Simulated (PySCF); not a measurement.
Selenium: a sound run and one with changed settings

Sound run: Se [Ar] 3d10 4s2 4p4, Se+ [Ar] 3d10 4s2 4p3. Computed with PySCF 2.14 in def2-TZVP, with the non-relativistic Hamiltonian (point nucleus). The sound run starts from symmetry-adapted Hartree-Fock orbitals and uses a fine grid where one is needed.

Changed run: radial step 0.8 in ln r (0.13 in the sound run). This setting is unsound on purpose.

```csv
species,method,sound run (hartree),changed run (hartree),converged
Se,UHF,-2399.82719,-2399.82719,yes
Se,MN15,-2401.81624,-2402.87831,yes
Se,M06-2X,-2401.52143,-2402.06204,yes
Se+,UHF,-2399.51162,-2399.51162,yes
Se+,MN15,-2401.46519,-2402.54201,yes
Se+,M06-2X,-2401.16826,-2401.71185,yes
```

Ionisation energy of Se:

```json
{"method": "UHF", "sound run (eV)": "8.587", "changed run (eV)": "8.587"}
{"method": "MN15", "sound run (eV)": "9.553", "changed run (eV)": "9.151"}
{"method": "M06-2X", "sound run (eV)": "9.610", "changed run (eV)": "9.529"}
```

A coarse radial grid mis-integrates the density and the exchange-correlation energy, with errors of either sign; Hartree-Fock needs no grid.

For comparison, NIST gives 9.752 eV between the lowest levels.
